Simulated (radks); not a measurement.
Results of a calculation; reference values are marked as such.
Ag2+, 45 electrons, occupied as [Kr] 4d9. Code: a radial shooting solver on a logarithmic mesh with Libxc functionals. Model: Dirac Kohn-Sham, PBE, spin-unpolarised, spherical densities, finite nucleus; open shells fill j = l - 1/2 first; Fermi nuclear charge, rms radius 4.5454 fm.

Spin-orbit splittings of the eigenvalues, e(l+1/2) - e(l-1/2), with zeta = 2 splitting/(2l+1) and mean radii in bohr:

shell  occ.  splitting (eV)  zeta (eV)  <r> j=l-1/2  <r> j=l+1/2
2p        6           175.3      116.9       0.1141       0.1192
3p        6           30.94      20.63       0.3600       0.3709
3d       10           6.231      2.492       0.3437       0.3472
4p        6           5.131      3.421       0.9746        1.005
4d        9          0.6166     0.2467        1.300        1.317
